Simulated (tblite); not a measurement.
Species: C6H7FN2Si.
Geometry (GFN2-xTB, Å), atoms numbered from 1 in this order:
```
atom  x, y, z in Å
C1     1.9255   -0.2330   -1.0832
C2     1.3020    0.4379    0.1355
F3     1.3775   -0.4245    1.2138
C4    -0.1335    0.8097   -0.1205
C5    -0.3010    1.9888   -0.8837
N6    -0.4233    2.9469   -1.5014
C7    -1.1970    0.0978    0.2995
Si8   -1.1374   -1.5187    1.3200
C9    -2.4886    0.5462   -0.0214
N10   -3.5698    0.8542   -0.2520
H11    1.9286    0.4586   -1.9214
H12    2.9477   -0.5248   -0.8550
H13    1.3558   -1.1208   -1.3503
H14    1.8751    1.3312    0.4212
H15   -2.5096   -2.0234    1.2976
H16   -0.2464   -2.4413    0.6216
H17   -0.7127   -1.1728    2.6698
```

Level: GFN2-xTB in tblite, geometry and Hessian alike; calculated harmonic values, unscaled, isolated species. Errors from tens to a few hundred cm⁻¹ against measured bands are possible. Modes of hydrogen on silicon can be 10 to 20 % off. One conformer, not necessarily the lowest.

Harmonic wavenumbers (cm⁻¹): 42.8, 63.3, 100.6, 127.5, 151.4, 164.2, 201.8, 215.6, 243.9, 252.4, 342.5, 402.2, 459.3, 472.8, 496.6, 518.4, 564.1, 578.4, 615.7, 650.3, 745.5, 797.8, 812.8, 877.6, 926.1, 1027.7, 1080.4, 1085.9, 1137.5, 1184.7, 1264.3, 1302.0, 1393.7, 1467.8, 1479.8, 1607.1, 2292.5, 2298.9, 2334.1, 2347.8, 2362.5, 2900.7, 3041.8, 3048.6, 3054.9.

A = 1233, B = 1134, C = 644.0 MHz; mass 154.036 u (most abundant isotopes); point group C1, symmetry number 1.

**Question.** Zero-point energy?

**Answer.** ½Σν̃ = 24268 cm⁻¹ = 290.31 kJ/mol.

**Question.** Give the ideal-gas entropy at 298.15 K and 1 bar in the rigid-rotor, harmonic-oscillator model (classical rotation).

**Answer.** Translation 171.68, rotation 126.60, vibration 153.80: S = 452.1 J/(mol K).

**Question.** And Cp and H(298.15 K) − H(0)?

**Answer.** Cp = 184.59 J/(mol K), of which vibrations give 151.33 (their classical limit is 45 R = 374.2); H(298.15 K) − H(0) = 34.05 kJ/mol without the zero-point energy, 24.13 from vibrations.

**Question.** Blend soft modes into free rotors: weight 1/[1 + (100 cm⁻¹/ν̃)⁴] for the oscillator and the rest for a rotor with moment μB/(μ + B), μ = h/(8π²ν), B = 10⁻⁴⁴ kg m². What vibrational entropy results?

**Answer.** 142.52 J/(mol K) in place of 153.80, which changes −T·S at 298.15 K by +3.36 kJ/mol.

**Question.** Which modes carry the vibrational entropy at 298.15 K?

**Answer.** 42.8 cm⁻¹: 21.44; 63.3 cm⁻¹: 18.21; 100.6 cm⁻¹: 14.40; 127.5 cm⁻¹: 12.48; 151.4 cm⁻¹: 11.11; 164.2 cm⁻¹: 10.46 J/(mol K); the other 39 give 65.69 together.

Hindered rotation and anharmonicity are outside this model. Other conformers, if any are populated, would add a mixing term that is left out. The structure is chiral; the term R ln 2 for an equal mix with its mirror image is left out.
